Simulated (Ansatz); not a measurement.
Cost and result for the atomization energy of `N[Si@H](O)O[Si@@H](N)O` (15 atoms, 14 bonds).

```xyz
15

N     0.2099   -2.3265   -1.5070
Si    0.1185   -0.6519   -1.2080
O    -1.3827   -0.0877   -1.5822
O     0.4587   -0.4839    0.3758
Si    0.2496    0.5966    1.5863
N    -0.6927    1.8566    0.9309
O     1.6596    1.1915    2.1653
H     0.1939   -2.6988   -2.4418
H     0.7423   -2.9083   -0.8813
H     1.0156    0.2043   -2.0132
H    -2.0983   -0.7030   -1.4061
H    -0.3089   -0.1328    2.7429
H    -0.9538    2.6660    1.4679
H    -1.3349    1.6703    0.1761
H     2.1231    1.8075    1.5944
```

The species carries charge 0 and has multiplicity 1. The geometry is a stationary point of PBE0-D4/def2-TZVP. It is one conformer, not always the lowest. Program: Ansatz. All runs use 2 threads of an AMD EPYC 7R13 on a shared host and a share of an NVIDIA H100 80 GB. Times are those of one run each, without the atoms' runs, and a repeat can differ threefold. Electronic energies, without spin–orbit coupling; frozen cores. CCSD(T)/CBS adds CCSD(T) − MP2 in def2-TZVPP to the MP2 limit, and its time is that of the two runs behind it. T1 = 0.011. B3LYP takes the VWN-RPA correlation (the form of Gaussian; ORCA's B3LYP/G).

CCSD(T)/CBS is a level of theory with its own doubt, some kJ/mol a heavy atom from the limit and from the frozen cores, so smaller differences don't rank the functionals.

```tsv
level	functions	atomization (kcal/mol)	difference from CCSD(T)/CBS	per bond
CCSD(T)/CBS(def2)	–	1396.1	0.0	0.0
ωB97X-V/def2-TZVPP	351	1393.9	-2.2	-0.2
B3LYP-D4/def2-TZVPP (with forces)	351	1386.2	-9.9	-0.7
MP2/def2-QZVPP	665	1408.0	11.9	0.9
r2SCAN-D4/def2-TZVPP (with forces)	351	1383.9	-12.2	-0.9
ωB97M-V/def2-TZVPP (with forces)	351	1395.2	-0.9	-0.1
B2PLYP/def2-TZVPP	351	1372.8	-23.3	-1.7
PBE0-D4/def2-TZVPP	351	1371.0	-25.1	-1.8
CCSD(T)/def2-TZVPP	351	1348.0	-48.1	-3.4
PBE-D4/def2-TZVPP (with forces)	351	1400.5	4.4	0.3
```

Task: Order the runs by time, with rough figures. (Best estimate.)

Result: Computed: PBE-D4/def2-TZVPP (with forces) 6 s; r2SCAN-D4/def2-TZVPP (with forces) 7.5 s; PBE0-D4/def2-TZVPP 8 s; B3LYP-D4/def2-TZVPP (with forces) 11 s; B2PLYP/def2-TZVPP 14 s; ωB97X-V/def2-TZVPP 15 s; ωB97M-V/def2-TZVPP (with forces) 15 s; MP2/def2-QZVPP 16 s; CCSD(T)/def2-TZVPP 17 s; CCSD(T)/CBS(def2) 33 s.

In def2-TZVPP, CCSD(T) changes the Hartree–Fock value by +378.5 kcal/mol (the triples alone add +20.7 kcal/mol) and MP2 by +409.3 kcal/mol; breaking electron pairs costs correlation energy, which Hartree–Fock lacks. The D4 term adds +14.1 kcal/mol with B3LYP and +7.5 kcal/mol with PBE0; it sums over pairs of atoms, weighted by their polarisabilities, and B3LYP, whose exchange is more repulsive, gets the larger term. From PBE to PBE0 (25 % exact exchange), in def2-TZVPP and without D4, the atomization energy moves by −28.2 kcal/mol: exact exchange takes away binding that semilocal exchange gives to molecules.
